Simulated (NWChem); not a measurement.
# C3H7BO; SMILES CB(C=O)C

```xyz
12

C      1.3895    -1.1690    -0.0358
B     -0.0074    -0.4736     0.1458
C     -1.3781    -1.2021    -0.0931
C     -0.0198     1.0794     0.4703
O     -0.0155     1.8194    -0.5123
H      2.1665    -0.8411     0.6850
H      1.3480    -2.2756    -0.0714
H      1.7494    -0.8241    -1.0349
H     -2.1634    -0.5426    -0.5143
H     -1.3005    -2.1302    -0.6941
H     -1.7467    -1.5055     0.9168
H     -0.0128     1.5274     1.5200
```
Atoms are numbered in this order, from 1.

Level: PBE-D3(BJ)/def2-SVP (NWChem), optimised geometry, unscaled harmonic frequencies. 

Task: List the harmonic frequencies with IR intensities, and the thermochemistry.

Result: 
| frequency (cm⁻¹) | IR intensity (km/mol) |
|---|---|
| 60 | 1.7 |
| 97 | 4.0 |
| 101 | 4.7 |
| 149 | 21.0 |
| 244 | 0.2 |
| 300 | 1.9 |
| 416 | 15.1 |
| 591 | 2.1 |
| 683 | 8.0 |
| 789 | 3.0 |
| 820 | 6.2 |
| 872 | 29.2 |
| 910 | 12.7 |
| 1131 | 28.4 |
| 1137 | 19.3 |
| 1247 | 13.8 |
| 1265 | 122.6 |
| 1350 | 2.7 |
| 1360 | 0.8 |
| 1372 | 3.0 |
| 1392 | 0.3 |
| 1397 | 6.6 |
| 1705 | 79.2 |
| 2688 | 212.8 |
| 2944 | 0.8 |
| 2949 | 0.5 |
| 3029 | 8.4 |
| 3030 | 11.0 |
| 3075 | 8.3 |
| 3077 | 9.0 |

| Property | Value |
|---|---|
| zero-point energy | 57.4 kcal/mol |
| thermal correction to the enthalpy at 298.15 K (with zero-point energy) | 62.8 kcal/mol |
| heat capacity Cv | 24.3 cal/(mol K) |
| entropy at 298.15 K and 1 atm (symmetry number 1) | 84.5 cal/(mol K) |
| dipole moment | 2.40 D |

Rigid rotor and harmonic oscillator; modes under 100 cm⁻¹ make the entropy uncertain.
